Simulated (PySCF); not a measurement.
**Computed structure and properties of [BiCl4]−**

System: [BiCl4]− (singlet); start: template (C2v). Method: PySCF 2.14.0, RKS BP86, Bi def2-SVP with ECP60, Cl def2-SVP; non-relativistic Hamiltonian with scalar-relativistic core potentials where named; density fitting; no spin-orbit coupling.

Input of the relaxation:

```python
mol = gto.M(atom='''
Bi    -0.00513    -0.24671     0.00000
Cl    -0.00513    -0.24671     2.47380
Cl    -0.00513    -0.24671    -2.47380
Cl     2.16585     0.93930    -0.00000
Cl    -2.12495     1.02849     0.00000''',
    basis={'Bi': 'def2-SVP', 'Cl': 'def2-SVP'},
    ecp={'Bi': 'def2-SVP'},
    charge=-1, spin=0)
mf = dft.RKS(mol, xc='B88,P86')
mf.grids.atom_grid = (50, 194)
mf = mf.density_fit()  # fitting sets: Bi def2-universal-JKFIT, Cl def2-universal-JKFIT
mf.conv_tol = 1e-08; mf.max_cycle = 55
mf.kernel(dm0)  # dm0: converged density of the start geometry
# quasi-Newton relaxation in Cartesian coordinates to a largest gradient under 0.00045 Eh/bohr, steps kept in the point group
```

Run from Python with OMP_NUM_THREADS=2; the lines above give its settings. Where DIIS fails, smearing, a level shift and second-order steps follow.
It took 54 s on 2 threads of Arm Neoverse V1 (shared host), from the converged density of the start.

Course of the relaxation:

```json
{"step": "0", "energy above end (eV)": "0.9458", "largest force component within the symmetry (eV/Å)": "2.361"}
{"step": "1", "energy above end (eV)": "0.4646", "largest force component within the symmetry (eV/Å)": "0.652"}
{"step": "2", "energy above end (eV)": "0.3894", "largest force component within the symmetry (eV/Å)": "0.230"}
{"step": "3", "energy above end (eV)": "0.3203", "largest force component within the symmetry (eV/Å)": "0.473"}
{"step": "4", "energy above end (eV)": "0.2640", "largest force component within the symmetry (eV/Å)": "0.447"}
{"step": "5", "energy above end (eV)": "0.2240", "largest force component within the symmetry (eV/Å)": "0.473"}
{"step": "6", "energy above end (eV)": "0.1651", "largest force component within the symmetry (eV/Å)": "0.344"}
{"step": "7", "energy above end (eV)": "0.1014", "largest force component within the symmetry (eV/Å)": "0.197"}
{"step": "10", "energy above end (eV)": "0.0145", "largest force component within the symmetry (eV/Å)": "0.218"}
{"step": "11", "energy above end (eV)": "0.0042", "largest force component within the symmetry (eV/Å)": "0.057"}
{"step": "12", "energy above end (eV)": "0.0002", "largest force component within the symmetry (eV/Å)": "0.044"}
{"step": "13", "energy above end (eV)": "0.0003", "largest force component within the symmetry (eV/Å)": "0.076"}
{"step": "14", "energy above end (eV)": "0.0000", "largest force component within the symmetry (eV/Å)": "0.021"}
{"step": "15", "energy above end (eV)": "0.0000", "largest force component within the symmetry (eV/Å)": "0.002"}
```
(The steps between are left out.)

Relaxed geometry (D2d, nearly Td):

```xyz
5

Bi    0.0051    0.2454    0.0000
Cl   -0.0269   -1.2935    2.1359
Cl   -0.0269   -1.2935   -2.1359
Cl    2.1723    1.7403    0.0000
Cl   -2.0981    1.8291    0.0000
```

```
     contact      Å
Bi1–Cl2 (Cl)  2.633
Bi1–Cl3 (Cl)  2.633
Bi1–Cl4 (Cl)  2.633
Bi1–Cl5 (Cl)  2.633
```

On the finer grid (75, 302):

```
HOMO                                                          : -2.12 eV
LUMO                                                          : 1.66 eV
Dipole about the centre of mass                               : 0.00 D
Set of Mulliken populations of Bi1 outside the core potential : s 4.00, p 7.97, d 10.21
D3(BJ) dispersion energy (not in the energies)                : -0.433 eV
```

| atom | Mulliken (e) | Löwdin (e) | spin (e) |
| --- | --- | --- | --- |
| Bi1 | 0.81 | 0.42 | 0.00 |
| Cl2 | -0.45 | -0.35 | 0.00 |
| Cl3 | -0.45 | -0.35 | 0.00 |
| Cl4 | -0.45 | -0.35 | 0.00 |
| Cl5 | -0.45 | -0.35 | 0.00 |

On the grid (50, 194), as all that follows. Harmonic modes: a minimum within the noise of the softest modes; lowest 36 cm⁻¹ (negative: unstable), highest 276 cm⁻¹, zero-point energy 0.079 eV.

Taking off one Cl (charge -1, singlet; the rest: singlet) in vacuum, both parts rigid, costs 3.61 eV; the small basis without counterpoise inflates it.

Rigid scan of Cl along the line from its metal:

| distance to Cl2 (Å) | energy (eV) |
| --- | --- |
| 2.33 | 0.499 |
| 2.43 | 0.192 |
| 2.53 | 0.042 |
| 2.63 | 0.000 |
| 2.73 | 0.031 |
| 2.83 | 0.111 |
| 3.03 | 0.347 |
| 3.33 | 0.761 |
| 3.73 | 1.263 |
| 4.23 | 1.727 |

One start shape was tried, so this needn't be the lowest isomer.
